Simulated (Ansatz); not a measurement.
Pulling on the Te1–H2 bond in CH4Te (SMILES C[TeH]) (multiplicity 1 held, fragments rigid). Energies count from the point at 1.663 Å.
Geometry at that point (charge 0, multiplicity 1):
| atom | x (Å) | y (Å) | z (Å) |
|---|---|---|---|
| Te | 0.0120 | 0.2353 | 0.2318 |
| H | -0.3430 | 1.3648 | -0.9364 |
| C | -0.0305 | -1.4190 | -1.1661 |
| H | 0.7315 | -1.2755 | -1.9253 |
| H | -1.0182 | -1.4980 | -1.6087 |
| H | 0.1882 | -2.3118 | -0.5851 |

Restricted levels (R-, RO-) in cc, def2 and unpolarised 6-31G sets keep to the state of the molecule at rest. U- levels take the lowest unrestricted solution at each point, which mixes spins at long bonds. Curves can end on different states.

Frozen-core correlation. Filled d and f shells under p-block atoms count as core.

Run with Ansatz (a first-principles code).  In def2 rows elements past Kr take small-core potentials, without spin–orbit coupling.

### Question
One of these levels gives 159.52 kcal/mol for the energy at R = 5.322 Å. Which one is it?
A. R-MP2/def2-TZVPP
B. U-MP2/def2-TZVPP
C. R-PBE/def2-TZVPP
D. R-HF/def2-TZVPP

### Answer
D, R-HF/def2-TZVPP. The others give 102.97 (R-PBE/def2-TZVPP), 88.59 (R-MP2/def2-TZVPP), 69.52 (U-MP2/def2-TZVPP)

Doubts at one or more of the structures used: a restricted determinant that unrestricted orbitals would lower (R-HF/def2-TZVPP, R-PBE/def2-TZVPP, R-MP2/def2-TZVPP); a spin-contaminated determinant (U-MP2/def2-TZVPP).
